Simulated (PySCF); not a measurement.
## H₂Te, singlet: computed properties

Level of theory: PBE0/[Te def2-TZVP with ECP28, H def2-TZVP], scalar-relativistic core potentials, density fitting, no spin–orbit coupling, PySCF.

The structure is a higher-order saddle point with 2 imaginary modes (one degenerate set).

* Point group: D∞h
* Bond lengths: Te–H 1.593 Å (×2)
* Bond angles: H–Te–H 180.0°
* Principal quadrupole moments (Buckingham, traceless) about the centre of mass: -5.61, -5.61, 11.23 D Å
* Rotational constants: 3.296 cm⁻¹
* Dipole moment: 0.00 D
* Atomisation energy without zero-point energy: 248 kJ/mol
* Principal polarisabilities: 34.4, 34.4, 40.1 bohr³
* Lowest empty level: -4.12 eV
* Zero-point energy (real modes): 28.3 kJ/mol
* Highest occupied level: -6.57 eV

Harmonic modes (masses in u: Te 129.906, H 1.008):
| symmetry | ω (cm⁻¹) | IR (km/mol, summed over degenerate members) | μ (u) |
| --- | --- | --- | --- |
| πu | 2086i | – | 1.02 |
| σg+ | 2296 | 0.0 | 1.01 |
| σu+ | 2441 | 306 | 1.02 |

In D∞h the vibrations span πu + σg+ + σu+. The σg+ mode carries no infrared intensity, as symmetry demands. With a centre of inversion only u modes can be infrared active and only g modes Raman active.

Charges (e):
| atom | Mulliken | Löwdin | polar tensor | Mayer order to Te1 |
| --- | --- | --- | --- | --- |
| Te1 | -0.52 | -0.21 | -1.11 | – |
| H2,3 | 0.26 | 0.11 | 0.56 | 0.84 |

Mulliken populations on Te1 (electrons outside its core potential): s 3.60, p 10.88, d 10.01, f 0.03.

Other isomers or separated fragments may lie lower. At this level a singlet minimum of C2v symmetry lies 334 kJ/mol below this structure.

The final relaxation and frequency run took of the order of 11 core-seconds on a shared host.
